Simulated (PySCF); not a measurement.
SMILES N[SiH2]OB(O)O (H₆BNO₃Si), singlet, PBE0/def2-SVP optimised geometry. Atoms within 1.6 Å of the plane z = 0.0 Å (x, y, z in Å): Si1 (1.33, -0.78, 0.05), N2 (1.03, -1.98, -1.14), O3 (0.30, 0.56, 0.00), B4 (-1.06, 0.56, 0.00), O5 (-1.76, 1.73, 0.00), O6 (-1.74, -0.63, 0.00), H7 (1.19, -1.40, 1.40), H8 (2.69, -0.23, -0.18), H10 (0.15, -2.48, -1.10), H11 (-1.17, 2.48, 0.01), H12 (-2.69, -0.49, 0.02).

Computed with PBE0/def2-TZVP (PySCF). Cells within 0.4 Å of a nucleus heavier than hydrogen are left out (blank, or x).

Map of the HOMO amplitude (bohr^(-3/2)) on the plane z = 0.0 Å; orbital energy -7.70 eV, overall sign arbitrary:

```
|555555555555555555555555555|
|555555555555555555555555555|
|555555555555555555555555555|
|555555555555555555555555555|
|555555555555555555555555555|
|555555555555555555555555555|
|555555565555555555555555555|
|555555666555556555555555555|
|55555567xx45666665555555555|
|55555566xx45677665555555555|
|555555555445799765555555555|
|5555555555xx6xx765555555555|
|5555555565xx4xx245555555555|
|555555566655310245555555555|
|55555556xx55443445555555555|
|55555555xx555566xx555555555|
|555555544455667753444555555|
|555555555555667653344555555|
|555555555555666532234455555|
|555555555555555322234455555|
|555555555555554322344555555|
|555555555555554433344555555|
|555555555555554444445555555|
|555555555555555444455555555|
|555555555555555555555555555|
|555555555555555555555555555|
|555555555555555555555555555|
```
Scale: ten equal steps from -0.104 (start of '0') to 0.082 (end of '9'), in the order '0123456789'; x runs from -5.00 to 5.00, y from -5.00 (bottom) to 5.00 (top).
